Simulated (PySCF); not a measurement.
Calculated NMR parameters of C#C[Si@@H](C)[Si@@H](C#C)O[SiH3]

- Formula: C5H10OSi3
- SMILES: C#C[Si@@H](C)[Si@@H](C#C)O[SiH3]
- InChI: InChI=1S/C5H10OSi3/c1-4-8(3)9(5-2)6-7/h1-2,8-9H,3,7H3/t8-,9+/m1/s1
- Point group of the computed structure: C1
- Degrees of unsaturation: 4
- Carbon signals: 5
- Proton signals: 6

Atoms are numbered as in `[CH:1]#[C:2][Si@@H:3]([CH3:4])[Si@@H:5]([C:6]#[CH:7])[O:8][SiH3:9]`. Hydrogens are named by the atom that carries them.

Level of theory: geometry from GFN2-xTB, GIAO PBE0/pcSseg-1 shieldings, in PySCF (one computed conformer, one averaged value for each set of equivalent atoms, non-relativistic Hamiltonian, no solvent).

Referencing at the same level of theory: TMS for ¹H, ¹³C, ²⁹Si; H2O for ¹⁷O.

| carbon | δC, type | δH (multiplicity) | HMBC from (2–3 bonds) | span of the C tensor (ppm) |
| --- | --- | --- | --- | --- |
| C1 | 105.7, CH | 2.03 (d) | H(Si3) | 247 |
| C2 | 88.0, C | – | H(Si5), H(Si3), H(C1), H(C4) | 290 |
| C4 | -3.6, CH3 | 0.33 (d) | H(Si5), H(Si3) | 12 |
| C6 | 89.4, C | – | H(Si5), H(Si3), H(C7) | 290 |
| C7 | 106.0, CH | 2.31 (d) | H(Si5) | 235 |

Other nuclei:
| atoms | nucleus | environment | δ (ppm) | σ (ppm) |
| --- | --- | --- | --- | --- |
| H(Si5) | ¹H | hydrogen on a silicon bonded to C, O, Si | 5.53 | 26.19 |
| H(Si9) | ¹H | hydrogen on a silicon bonded to O | 5.14 | 26.58 |
| H(Si3) | ¹H | hydrogen on a silicon bonded to 2 C, Si | 4.67 | 27.05 |
| Si5 | ²⁹Si | silicon bonded to C, O, Si, H | -38.3 | 387.4 |
| Si9 | ²⁹Si | silicon bonded to O, 3 H | -45.0 | 394.2 |
| Si3 | ²⁹Si | silicon bonded to 2 C, Si, H | -69.4 | 418.5 |
| O8 | ¹⁷O | oxygen bonded to 2 Si | 11.7 | 324.4 |

1. Carbon types of the structure: 2 × C, 2 × CH, 1 × CH3, leaving 5 H on heteroatoms.
2. δC 106.0, 105.7: terminal alkyne carbon.
3. δC 89.4, 88.0: alkyne carbon; sp carbons lie upfield of alkene carbons because the cylindrical π system leaves one tensor component strongly shielded.
4. δC -3.6: methyl carbon bonded to Si; an electropositive neighbour leaves it electron-rich and shielded.
5. δH 2.31, 2.03: hydrogen on a terminal alkyne carbon; it lies on the axis of the triple bond, in its shielding cone.
6. δH 0.33: hydrogen on a methyl carbon bonded to Si; an electropositive neighbour shields it, as in TMS itself.

Shifts are as computed. Against solution values, carbons near 30 ppm lie about +3 ppm off and those near 130 ppm about +5 ppm. Of 1211 compounds with measured shifts, 218 miss one by over three times the rms of a fit or turn the order of signals round; such compounds aren't used in these exercises. Experimental scales use liquid or dissolved standards, which lie at an offset from isolated H2O (liquid H2O: subtract about 36 ppm). No couplings were computed; multiplicities are counted from neighbouring protons, with m where these are inequivalent, close in shift, in a saturated or five-membered ring or joined by F or P, and br s for small geminal =CH2 splittings.
